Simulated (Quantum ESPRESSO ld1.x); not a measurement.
Task: The aim is the oxygen ion O3+ in [He] 2s2 2p1. What will ld1.x (Quantum ESPRESSO 7.5) do with this input?

```
 &input
    zed=8.0,
    iswitch=1,
    rel=2,
    dft='PBE',
    config='[He] 2s2 2p1',
    lsmall=.true.,
    beta=1.5,
    prefix='ld1',
    max_out_wfc=37,
    file_charge='ld1.rho',
 /
```

Result: Harmless. The Broyden-type mixing copes: 13 iterations against 19, same energy.

Output (excerpt):

```
     Program LD1 v.7.5 starts

     --------------------------- All-electron run ----------------------------

     dirac relativistic calculation

     atomic number is  8.00
     dft =PBE   lsd =0 sic =0 latt =0  beta=1.50 tr2=1.0E-14
     Exchange-correlation= PBE
                           (   1   4   3   4   0   0   0)
     mesh =1837 r(mesh) = 100.33940 a.u. xmin = -8.00 dx = 0.00800
     1 Ry =  13.60569312 eV, c = 137.03599908

     n l j   nl                  e(Ry)          e(Ha)          e(eV)
     Spin orbit split results
     1 0 0.5 1S 1( 2.00)       -43.1270       -21.5635      -586.7729
     2 0 0.5 2S 1( 2.00)        -5.8418        -2.9209       -79.4822
     2 1 0.5 2P 1( 1.00)        -4.7767        -2.3883       -64.9903
     2 1 1.5 2P 1( 0.00)        -4.7721        -2.3860       -64.9276
     Averaged results
     1 0     1S 1( 2.00)       -43.1270       -21.5635      -586.7729
     2 0     2S 1( 2.00)        -5.8418        -2.9209       -79.4822
     2 1     2P 1( 1.00)        -4.7736        -2.3868       -64.9485

     final scf error:  4.7E-16 reached in  13 iterations

     Etot =    -142.371564 Ry,     -71.185782 Ha,   -1937.063810 eV

     Ekin =     142.363618 Ry,      71.181809 Ha,    1936.955702 eV
     Encl =    -314.782390 Ry,    -157.391195 Ha,   -4282.832598 eV
     Eh   =      43.374197 Ry,      21.687099 Ha,     590.136014 eV
     Exc  =     -13.326989 Ry,      -6.663495 Ha,    -181.322928 eV
```

Run on one thread of a shared host, so times are rough (Intel(R) Xeon(R) Processor @ 2.60GHz): 0.55 s of CPU time, 0.58 s wall, 13 iterations on 1837 mesh points.
